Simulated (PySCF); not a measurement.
Rb (rubidium, neutral) across methods

[Kr] 5s1, 2S determinant. Computed with PySCF 2.14 in x2c-QZVPPall, with scalar relativity by spin-free X2C-1e.

```tsv
method	E (hartree)	mean ε 4p α (eV)	mean ε 4p β (eV)	mean ε 5s α (eV)	Σ⟨r²⟩ (bohr²)	⟨S²⟩
M06	-2981.01	-17.613	-17.605	-2.656	61.57	0.751
PBE0	-2980.72	-17.714	-17.635	-2.860	62.68	0.750
B97-3	-2980.78	-17.796	-17.762	-2.786	62.51	0.750
PBE	-2980.65	-15.935	-15.845	-2.425	62.21	0.750
CAM-B3LYP	-2981.21	-19.064	-19.012	-3.543	61.94	0.750
r2SCAN	-2981.01	-16.522	-16.474	-2.492	62.48	0.750
LDA	-2977.02	-15.999	-15.925	-2.546	60.86	0.750
```

Q: Estimate the same row for UHF.

A: E (hartree) = -2979.15044; mean ε 4p α (eV) = -21.998; mean ε 4p β (eV) = -21.956; mean ε 5s α (eV) = -3.814; Σ⟨r²⟩ (bohr²) = 66.37; ⟨S²⟩ = 0.750.
